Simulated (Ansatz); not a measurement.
```yaml
crystal:
  periodic: [false, false, false]
  atoms:
    - {symbol: Sn, position_ang: [-0.417939, 0.465217, -1.321690]}
    - {symbol: H, position_ang: [-0.041181, 2.144154, -1.773666]}
    - {symbol: H, position_ang: [-1.346475, -0.497487, -2.488922]}
    - {symbol: O, position_ang: [1.036815, -0.545737, -0.616300]}
    - {symbol: Sn, position_ang: [0.409582, -0.474590, 1.260069]}
    - {symbol: H, position_ang: [1.380737, 0.366241, 2.446948]}
    - {symbol: H, position_ang: [0.104921, -2.135561, 1.837658]}
    - {symbol: O, position_ang: [-1.212285, 0.601649, 0.600835]}
basis:
  gaussian: {orbitals: def2-mTZVPP}
hamiltonian: {xc: {name: r2SCAN50}}
output: {forces: true}
```

```sh
$ ansatz run in.yaml --threads 4 --pin off --events-out ev --progress --plain --max-ram 3916MiB
```

Output, abridged:

```
Functional definition: r2SCAN50
1478 factors; integrals over basis functions are off by at most 6.4e-4 eV
mean field evaluation 1: about -15811.0629 eV, gradient 7.4e1 eV
mean field evaluation 2: about -15791.8295 eV, gradient 1.2e2 eV
mean field evaluation 4: about -15820.8598 eV, gradient 1.1e1 eV
mean field evaluation 8: about -15821.0704 eV, gradient 1.5e-1 eV
mean field evaluation 16: about -15821.0704 eV, gradient 4.6e-5 eV
mean field -15821.07042439 eV, -581.4136141897 hartree, gradient 4.6e-5 eV, S^2 0.000000; 0 other end points of the search recorded, 0 dependent functions left out
reference -15821.07043739 eV, -581.4136146675 hartree; 32, 32 occupied and 108, 108 virtual orbitals, 1478 factors
Total energy: -15821.07043739 eV, -581.4136146675 hartree
Atom 0 at    -0.417939     0.465217    -1.321690 Å, force    -2.292457     1.745783    -0.787337 eV/Å
Atom 1 at    -0.041181     2.144154    -1.773666 Å, force    -0.189708    -1.152129     0.118164 eV/Å
Atom 2 at    -1.346475    -0.497487    -2.488922 Å, force     0.530761     0.678826     0.754067 eV/Å
Atom 3 at     1.036815    -0.545737    -0.616300 Å, force     0.851232    -0.399406     0.830692 eV/Å
Atom 4 at     0.409582    -0.474590     1.260069 Å, force    -0.728895    -0.437438     1.363697 eV/Å
Atom 5 at     1.380737     0.366241     2.446948 Å, force    -0.382287    -0.248260    -0.711519 eV/Å
Atom 6 at     0.104921    -2.135561     1.837658 Å, force     0.070520     1.098244    -0.428252 eV/Å
Atom 7 at    -1.212285     0.601649     0.600835 Å, force     2.140834    -1.285618    -1.139512 eV/Å
Dipole moment:     0.137719    -0.039174    -0.084354 e Å
```

Hardware: 4 threads of Arm Neoverse V2 on a shared host. Wall time 4.1 s.

In the def2 sets Sn takes a core potential; there is no spin–orbit coupling.
